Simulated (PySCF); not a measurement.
SnB: energy against distance

Set-up: PySCF, scalar-relativistic core potentials, basis sets Sn def2-SVP with ECP28, B def2-SVP. Energies in eV from Sn + B in their ground configurations at the same level. State: ⁴Σ⁻ (quartet), unpaired electrons σ ↑, π ↑↑.

```json
{"R (Å)": "1.881", "UHF-CCSD(T)": "", "PBE0": "-1.970"}
{"R (Å)": "1.968", "UHF-CCSD(T)": "-1.890", "PBE0": "-2.438"}
{"R (Å)": "2.056", "UHF-CCSD(T)": "-2.177", "PBE0": "-2.693"}
{"R (Å)": "2.121", "UHF-CCSD(T)": "-2.287", "PBE0": "-2.781"}
{"R (Å)": "2.187", "UHF-CCSD(T)": "-2.330", "PBE0": "-2.803"}
{"R (Å)": "2.253", "UHF-CCSD(T)": "-2.321", "PBE0": "-2.774"}
{"R (Å)": "2.340", "UHF-CCSD(T)": "-2.250", "PBE0": "-2.680"}
{"R (Å)": "2.449", "UHF-CCSD(T)": "-2.099", "PBE0": "-2.505"}
{"R (Å)": "2.581", "UHF-CCSD(T)": "-1.866", "PBE0": "-2.249"}
{"R (Å)": "2.756", "UHF-CCSD(T)": "", "PBE0": "-1.886"}
```

Task: Put a parabola through the three lowest points of the UHF-CCSD(T) curve and estimate Re, k and ωe (reduced mass 10.08 u; 1 eV/Å² = 0.16022 mdyn/Å; ωe = 1302.8·√(k/μ) cm⁻¹).

Result: Through R = 2.121, 2.187, 2.253 Å the second-order coefficient is 5.97 eV/Å², so Re ≈ 2.209 Å, k ≈ 1.91 mdyn/Å and ωe ≈ 567 cm⁻¹. A polynomial fit of higher order to the unrounded UHF-CCSD(T) energies gives Re = 2.206 Å, k = 1.76 mdyn/Å, ωe = 545 cm⁻¹; anharmonicity and rounding make the difference.

The higher-order fit for each curve: UHF-CCSD(T): Re = 2.206 Å, ωe = 545 cm⁻¹, De = 2.33 eV; PBE0: Re = 2.179 Å, ωe = 568 cm⁻¹, De = 2.80 eV.

Correlated steps freeze 5 core orbitals. Correlated levels converge slowly with the basis: in double zeta they bind strong bonds too weakly, by up to about 1 eV, and carry superposition errors of some tenths. Spin–orbit coupling is left out, which matters for elements this heavy, above all for dissociation energies. The state is the lowest determinant that a PBE0 search found; another state may lie lower at other levels.
